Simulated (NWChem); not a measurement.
Species: CuHSBr, doublet; SMILES [SH][Cu][Br]

```xyz
4

Cu    -0.0050     0.5166     0.0000
Br     0.0147    -1.6808     0.0000
S      0.0565     2.6103     0.0000
H     -1.2680     2.8888     0.0000
```
Atoms are numbered in this order, from 1.

Level: B3LYP/6-31G* (spherical d), spin-unrestricted (NWChem), optimised geometry, unscaled harmonic frequencies. In the optimisation the excess spin sits in a" (Cs, its own frame). This build's default masses of Se (78.918 u) and Br (79.917 u) are each other's, which moves their modes by up to 0.6 %. This spin state was assumed; another may lie lower. B3LYP is NWChem's, with the RPA form of VWN correlation.

List the harmonic frequencies with IR intensities, and the thermochemistry.


```
frequency (cm⁻¹)  IR intensity (km/mol)
----------------  ---------------------
26                                  3.0
80                                  5.0
266                                 5.7
442                                48.0
594                                11.7
2662                                4.8
```

```
Quantity                                                                                              Value
-----------------------------------------------------------------------------------------  ----------------
zero-point energy                                                                              5.8 kcal/mol
thermal correction to the enthalpy at 298.15 K (with zero-point energy)                        9.8 kcal/mol
heat capacity Cv                                                                           14.1 cal/(mol K)
entropy at 298.15 K and 1 atm (symmetry number 1, electronic part: spin degeneracy alone)  80.0 cal/(mol K)
dipole moment                                                                                        1.99 D
```

Rigid rotor and harmonic oscillator; modes under 100 cm⁻¹ make the entropy uncertain.
